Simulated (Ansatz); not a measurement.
Cartesian coordinates in Å:
```
C 0.4143 0.6512 -2.0751
C 0.4105 0.3996 -0.7971
C 0.3682 0.1248 0.4801
O 1.3183 0.5084 1.3951
Si -1.0583 -0.8599 1.1919
H -0.0495 1.5471 -2.4798
H 0.8814 -0.0251 -2.7863
H 2.0077 1.0050 0.9404
H -0.5484 -2.1058 1.8214
H -1.7600 -0.0574 2.2272
H -1.9840 -1.1877 0.0819
```

Charge 0, multiplicity 1.

(1) List the PBE0/def2-TZVPP orbital energies in eV (Ansatz). (Estimate.)

Answers

(1) Computed: Occupied: -1802.52, -523.56, -279.82, -278.68, -278.64, -144.88, -99.54, -99.53, -99.52, -29.65, -22.19, -19.70, -16.64, -15.02, -13.75, -12.72, -12.09, -11.27, -10.01, -9.76, -9.64, -7.92, -6.82. Lowest empty: -0.56, 0.18, 0.95, 1.35, 1.71, 2.01, 2.23, 2.39.
